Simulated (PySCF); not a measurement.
Si(H)(SH) (H2SSi), SMILES [SiH]S (connectivity only; charge and spin as stated), neutral, multiplicity 1.

Geometry: PBE-D3(BJ)/def2-TZVP.

Vertical ionisation energy (IE) and electron affinity (EA) in eV. Rows of orbital energies are one-electron estimates. Where ΔSCF, EOM or ADC give a negative EA the extra electron is unbound and the value depends on the basis.

| level | IE | EA |
|---|---|---|
| −ε(HOMO), −ε(LUMO), PBE0/def2-TZVPD (PySCF) | 6.96 | 2.57 |
| −ε(HOMO), −ε(LUMO), PBE/def2-TZVPD (PySCF) | 5.91 | 3.37 |
| EOM-CCSD/aug-cc-pVDZ (PySCF) | 9.18 | 0.52 |
| ADC(2)/aug-cc-pVDZ (PySCF) | 8.94 | 0.68 |

Task: Beyond the first one, list the lowest photoelectron lines from ADC(2)/aug-cc-pVDZ (PySCF 2.14.0) with their pole strengths (two spins summed). (The exact figures need the calculation; the answer reports its results.)

Result: 10.11 eV (1.79), 11.56 eV (1.80), 13.16 eV (1.76), 16.53 eV (1.70).
